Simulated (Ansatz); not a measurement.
Steps of a relaxation of AsH5OSi, SMILES `O[SiH2][AsH2]` with RKS PBE-D4/def2-SVP.

```sh
$ ansatz run in.yaml --threads 2 --pin off --events-out ev --progress --plain --max-ram 4352MiB
```

```yaml
crystal:
  periodic: [false, false, false]
  atoms:
    - {symbol: O, position_ang: [-1.804400, 0.157100, -0.290700]}
    - {symbol: Si, position_ang: [-0.174000, 0.500500, -0.152500]}
    - {symbol: As, position_ang: [0.725700, -1.026200, 1.310100]}
    - {symbol: H, position_ang: [-2.097500, 0.896400, -0.947600]}
    - {symbol: H, position_ang: [0.475900, 0.358400, -1.484100]}
    - {symbol: H, position_ang: [0.041900, 1.881700, 0.358000]}
    - {symbol: H, position_ang: [2.237600, -0.657700, 0.880200]}
    - {symbol: H, position_ang: [0.687000, -2.167300, 0.270800]}
basis:
  gaussian: {orbitals: def2-SVP}
hamiltonian: {xc: pbe, dispersion: d4}
relax: {f_tol: 0.03, max_steps: 200}
```

Positions (Å) and forces (eV/Å) along the path, 7 of 7 steps:

```xyz
8
step=1 energy=-70821.0182 eV
O    -1.804    0.157   -0.291   -1.056    1.750   -1.521
Si   -0.174    0.500   -0.152    0.467    0.031   -0.375
As    0.726   -1.026    1.310    1.304   -0.559    0.581
H    -2.098    0.896   -0.948    0.035   -1.683    1.331
H     0.476    0.358   -1.484    0.192    0.148   -0.378
H     0.042    1.882    0.358    0.118    0.345    0.142
H     2.238   -0.658    0.880   -1.013   -0.130    0.224
H     0.687   -2.167    0.271   -0.047    0.098   -0.004
8
step=2 energy=-70821.2000 eV
O    -1.776    0.146   -0.282   -0.381    0.955   -0.878
Si   -0.124    0.481   -0.214    0.100   -0.036    0.394
As    0.728   -1.066    1.373    0.037    0.056   -0.279
H    -2.152    0.846   -0.888   -0.034   -0.832    0.613
H     0.497    0.455   -1.590    0.060   -0.099    0.019
H     0.118    1.854    0.355    0.062    0.128   -0.012
H     2.133   -0.621    0.911    0.070   -0.103    0.059
H     0.668   -2.152    0.278    0.086   -0.068    0.085
8
step=3 energy=-70821.2480 eV
O    -1.819    0.196   -0.308    0.278    0.216   -0.109
Si   -0.153    0.498   -0.191    0.023   -0.031    0.028
As    0.759   -1.077    1.360   -0.215    0.007   -0.086
H    -2.199    0.856   -0.921   -0.198   -0.161    0.082
H     0.497    0.436   -1.559   -0.013   -0.043    0.074
H     0.113    1.887    0.350    0.012   -0.052    0.021
H     2.170   -0.662    0.919    0.109    0.051   -0.036
H     0.722   -2.193    0.295    0.004    0.013    0.026
8
step=4 energy=-70821.2549 eV
O    -1.779    0.230   -0.316    0.039   -0.116    0.120
Si   -0.115    0.507   -0.185   -0.501    0.233   -0.307
As    0.742   -1.084    1.352   -0.028   -0.019    0.035
H    -2.285    0.812   -0.913    0.196   -0.042    0.075
H     0.510    0.428   -1.556    0.144   -0.029    0.009
H     0.135    1.899    0.346    0.134   -0.029    0.069
H     2.166   -0.660    0.937    0.008   -0.003    0.005
H     0.719   -2.189    0.278    0.007    0.006   -0.006
8
step=5 energy=-70821.2685 eV
O    -1.777    0.201   -0.298    0.162   -0.005    0.069
Si   -0.121    0.531   -0.199   -0.163   -0.067   -0.051
As    0.723   -1.070    1.340    0.030    0.013    0.032
H    -2.275    0.779   -0.899   -0.041    0.054   -0.056
H     0.538    0.434   -1.556   -0.003    0.029    0.006
H     0.157    1.911    0.353    0.006   -0.027   -0.008
H     2.153   -0.660    0.929    0.006   -0.022    0.022
H     0.694   -2.183    0.274    0.003    0.025   -0.015
8
step=6 energy=-70821.2698 eV
O    -1.783    0.205   -0.296    0.081    0.017   -0.001
Si   -0.126    0.522   -0.203   -0.070    0.000    0.007
As    0.727   -1.068    1.344   -0.008   -0.006   -0.013
H    -2.275    0.787   -0.902    0.000   -0.006    0.004
H     0.532    0.435   -1.560   -0.011    0.001    0.000
H     0.157    1.899    0.352    0.005    0.001   -0.008
H     2.161   -0.665    0.940   -0.003    0.001    0.007
H     0.700   -2.173    0.270    0.008   -0.008    0.004
8
step=7 energy=-70821.2704 eV
O    -1.784    0.219   -0.283   -0.002    0.004   -0.005
Si   -0.128    0.524   -0.202    0.000   -0.003    0.001
As    0.719   -1.076    1.340   -0.003    0.007   -0.008
H    -2.276    0.778   -0.910    0.005   -0.004    0.007
H     0.517    0.431   -1.565   -0.005    0.000   -0.002
H     0.173    1.900    0.348    0.004   -0.001    0.001
H     2.156   -0.659    0.958   -0.003    0.000    0.006
H     0.715   -2.174    0.258    0.004   -0.004    0.000
```

Hardware: 2 threads of an AMD EPYC 7B13 on a shared host. Wall time 8.5 s, peak host memory 0.14 GiB.
